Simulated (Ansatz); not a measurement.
One change: `COB(C)OC` becomes `COB(C)Br`.

Ansatz, PBE0-D4/def2-TZVP geometries, multiplicity 1. Each molecule was computed in one conformer, which needn't be the lowest.

Scalar relativity is left out up to krypton. Spin–orbit coupling is left out; it splits and shifts lone-pair levels of the heavy atoms by tenths of an eV.

```json
{"property": "LUMO energy (PBE/def2-TZVPP) / eV", "`COB(C)OC`": "0.17"}
{"property": "HOMO energy (PBE/def2-TZVPP) / eV", "`COB(C)OC`": "-6.58"}
{"property": "HOMO energy (PBE0/def2-TZVPP) / eV", "`COB(C)OC`": "-8.11"}
{"property": "HOMO energy (B3LYP/def2-TZVPP) / eV", "`COB(C)OC`": "-7.88"}
{"property": "LUMO energy (ωB97M-V/def2-TZVPP) / eV", "`COB(C)OC`": "2.19"}
{"property": "HOMO energy (ωB97M-V/def2-TZVPP) / eV", "`COB(C)OC`": "-10.52"}
```

(1) What does the change do to each property? (Best estimate.)

Results:

(1) Computed: 
| property | `COB(C)Br` | shift |
| --- | --- | --- |
| LUMO energy (PBE/def2-TZVPP) / eV | -0.91 | -1.08 |
| HOMO energy (PBE/def2-TZVPP) / eV | -6.78 | -0.20 |
| HOMO energy (PBE0/def2-TZVPP) / eV | -8.09 | 0.02 |
| HOMO energy (B3LYP/def2-TZVPP) / eV | -7.82 | 0.06 |
| LUMO energy (ωB97M-V/def2-TZVPP) / eV | 2.08 | -0.11 |
| HOMO energy (ωB97M-V/def2-TZVPP) / eV | -10.33 | 0.19 |

B3LYP here is the variant with VWN-RPA as its local correlation; programs differ in this.
